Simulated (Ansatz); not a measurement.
BrH3NSi, SMILES `N[SiH]Br` radical at its PBE0-D4/def2-TZVP geometry, where that method's forces vanish. The species carries charge 0 and has multiplicity 2.

```json
{"atom": "N1", "x (Å)": "0.589", "y (Å)": "0.123", "z (Å)": "-0.688"}
{"atom": "Si2", "x (Å)": "-0.448", "y (Å)": "0.408", "z (Å)": "0.635"}
{"atom": "Br3", "x (Å)": "-2.343", "y (Å)": "-0.771", "z (Å)": "0.423"}
{"atom": "H4", "x (Å)": "1.581", "y (Å)": "0.004", "z (Å)": "-0.565"}
{"atom": "H5", "x (Å)": "0.331", "y (Å)": "0.313", "z (Å)": "-1.642"}
{"atom": "H6", "x (Å)": "0.290", "y (Å)": "-0.076", "z (Å)": "1.838"}
```

Q: For each bond, give half the difference of the two atoms' forces along it (eV/Å; positive pushes the atoms apart) under PBE-D4, r2SCAN-D4, B3LYP-D4, ωB97M-V in def2-TZVPP. (Estimate.)

A: Computed: 
```csv
bond,length (Å),PBE-D4,r2SCAN-D4,B3LYP-D4,ωB97M-V
N1–Si2,1.704,0.18,0.03,0.12,0.09
N1–H4,1.007,0.16,0.00,-0.02,-0.03
N1–H5,1.006,0.18,0.01,-0.02,-0.03
Si2–Br3,2.242,0.16,0.06,0.25,0.05
Si2–H6,1.492,0.11,-0.03,-0.12,-0.13
```

B3LYP here is the variant with VWN-RPA as its local correlation; programs differ in this.
